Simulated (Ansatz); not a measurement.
The cluster K₄H₄. Total charge 0; singlet. Geometry r2SCAN-D4/def2-SVP.

Cartesian coordinates in Å:
```
K 1.607 -0.154 -3.210
K 0.321 -1.677 0.597
K -1.750 0.129 3.281
K -0.555 1.721 -0.005
H -2.131 -0.385 0.875
H 1.494 -2.000 -1.570
H 0.515 1.843 -2.246
H 0.498 0.522 2.278
```

Another isomer (singlet) lies 0.84 eV lower at PBE0-D4/def2-TZVP; other spin states weren't run for this one.

**Question.** Estimate the orbital energies around the gap (eV) in Ansatz with PBE-D4/def2-TZVP, r2SCAN-D4/def2-TZVP, r2SCANh-D4/def2-TZVP, PBE0-D4/def2-TZVP, ωB97M-V/def2-TZVP.

**Answer.** 
```tsv
orbital	PBE-D4/def2-TZVP	r2SCAN-D4/def2-TZVP	r2SCANh-D4/def2-TZVP	PBE0-D4/def2-TZVP	ωB97M-V/def2-TZVP
HOMO−9	-17.22	-17.82	-18.53	-19.21	-21.72
HOMO−8	-17.19	-17.78	-18.50	-19.19	-21.71
HOMO−7	-17.17	-17.75	-18.47	-19.16	-21.67
HOMO−6	-17.13	-17.70	-18.43	-19.13	-21.65
HOMO−5	-17.07	-17.64	-18.37	-19.07	-21.61
HOMO−4	-17.01	-17.58	-18.30	-19.01	-21.53
HOMO−3	-4.41	-4.50	-4.92	-5.47	-7.74
HOMO−2	-3.66	-3.73	-4.13	-4.65	-6.84
HOMO−1	-3.58	-3.71	-4.10	-4.58	-6.68
HOMO	-3.36	-3.44	-3.83	-4.33	-6.44
LUMO	-1.37	-0.70	-0.60	-0.88	-0.40
LUMO+1	-0.77	-0.18	-0.07	-0.28	0.22
LUMO+2	-0.57	0.18	0.26	-0.10	0.31
LUMO+3	-0.26	0.44	0.53	0.22	0.66
LUMO+4	0.42	0.93	1.06	0.97	1.47
LUMO+5	0.45	1.10	1.24	0.97	1.62
```
